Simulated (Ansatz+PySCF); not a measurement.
## singlet TiO₂: levels of theory in one basis

```xyz
3

Ti    0.0000    0.0000   -0.4199
O     0.0000    1.4317    0.5774
O     0.0000   -1.4317    0.5774
```

Basis set: def2-SVP (spherical functions). Correlated methods keep 7 orbitals frozen. Charge 0, multiplicity 1.

Computed with Ansatz (development build ahead of 0.2.0); each method stands on the lowest determinant of its kind that the runs found.

```tsv
method	E − E(RHF) (eV)	<S²> of the determinant
RHF	0.00	0.00
UHF	-1.47	1.55
RHF-CCSD	-19.16	–
RHF-CCSD(T)	-20.89	–
```

Task: What does RHF-MP2 give on the same scale?

Result: -21.29 eV.

Task: Is a single determinant a sound starting point here?

Result: It is doubtful. Unrestricted orbitals lower Hartree–Fock by 1.47 eV and <S²> is 1.55 where a pure state has 0.00, a sign of strong static correlation.

Caution: another spin multiplicity may lie lower. Caution for RHF, RHF-MP2, RHF-CCSD, RHF-CCSD(T): an unrestricted determinant lies well below. Caution for UHF: the unrestricted determinant is a mixture of spin states. Caution for RHF-MP2, RHF-CCSD, RHF-CCSD(T): large share of triples, a single reference is doubtful.
